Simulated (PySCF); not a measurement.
**Cobalt: a sound run and one with changed settings**

Sound run: Co⁺ [Ar] 3d8, Co²⁺ [Ar] 3d7. Calculation: PySCF 2.14, in 6-31G* (5s4p2d1f, 34 functions); no relativity, point nucleus. In the sound run the correlated levels freeze [Ar]. The sound run starts from symmetry-adapted Hartree-Fock orbitals and uses a fine grid where one is needed.

Changed run: initial guess minao, at most 50 SCF cycles, level shift 10.0 hartree.

```json
{"species": "Co⁺", "method": "UHF", "sound run (hartree)": "-1380.86053", "changed run (hartree)": "-1380.86053", "converged": "yes"}
{"species": "Co⁺", "method": "r2SCAN", "sound run (hartree)": "-1382.14424", "changed run (hartree)": "-1382.14424", "converged": "no"}
{"species": "Co⁺", "method": "PBE0", "sound run (hartree)": "-1381.94339", "changed run (hartree)": "-1381.94339", "converged": "yes"}
{"species": "Co⁺", "method": "MP2", "sound run (hartree)": "-1381.01559", "changed run (hartree)": "-1380.89202", "converged": "yes"}
{"species": "Co²⁺", "method": "UHF", "sound run (hartree)": "-1380.39450", "changed run (hartree)": "-1380.33095", "converged": "no"}
{"species": "Co²⁺", "method": "r2SCAN", "sound run (hartree)": "-1381.58632", "changed run (hartree)": "-1381.55233", "converged": "no"}
{"species": "Co²⁺", "method": "PBE0", "sound run (hartree)": "-1381.39021", "changed run (hartree)": "-1381.35740", "converged": "no"}
```

A level shift leaves the converged SCF energy unchanged but raises the virtual orbital energies, which shrinks MP2 if it is not removed.
